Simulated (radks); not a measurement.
Q: Species: K VI. Configuration: [Ne] 3s2 3p2 (the NIST ground configuration). Method: scalar-relativistic Kohn-Sham, r2SCAN, spin-polarised, spherical densities, finite nucleus; open shells are filled with parallel spins first; meta-GGA in the generalised Kohn-Sham scheme; Fermi nuclear charge, rms radius 3.4349 fm; computed with a radial shooting solver on a logarithmic mesh with Libxc functionals. Some entries of the table are withheld. Estimate them.

orbital  occ.  eigenvalue (hartree)  <r^2> (bohr^2)
1s up       1             -133.3874        0.008840
1s down     1             -133.3520        0.008835
2s up       1             -16.38380          0.1755
2s down     1             -16.36419          0.1752
2p up       3                   (1)          0.1500
2p down     3                   (2)          0.1497
3s up       1              -4.07008           1.478
3s down     1              -3.86884           1.502
3p up       2              -3.35249           1.637
3p down     0              -3.16198           1.670

A: 
(1) 2p up eigenvalue (hartree): -13.63116
(2) 2p down eigenvalue (hartree): -13.59167
